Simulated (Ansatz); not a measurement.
Species: CH$_{4}$BO, charge 0, doublet. CH4BO (SMILES [BH]OC, doublet).
B3LYP-D3(BJ)/def2-TZVP minimum from Ansatz (a program for electronic structure):
```xyz
7

B     -0.3312     0.1201     1.3592
H      0.6304    -0.3601     1.9008
O     -0.4873     0.2338     0.0534
C      0.4709    -0.2002    -0.9299
H      1.3470    -0.6374    -0.4485
H     -0.0109    -0.9363    -1.5715
H      0.7621     0.6642    -1.5246
```
Charge 0, spin multiplicity 2.

Total energies in cc-pVDZ, 17 correlated electrons, 3 frozen orbitals. Open shells are spin-unrestricted; no spin-orbit coupling. Correlated methods leave the cores frozen. No relativity.

| method | program | energy (Eh) | minus CCSDT(Q) (mEh) |
|---|---|---|---|
| HF | Ansatz | -139.71444 | 437.13 |
| MP2 | Ansatz | -140.10639 | 45.18 |
| CCSD | Ansatz | -140.13851 | 13.05 |
| CCSD(T) | Ansatz | -140.14987 | 1.70 |
| CCSDT(Q) | Ansatz | -140.15157 | 0.00 |

Rough core times of Ansatz's runs on a shared machine: CCSD(T) under 20 s, CCSDT(Q) 9 min.
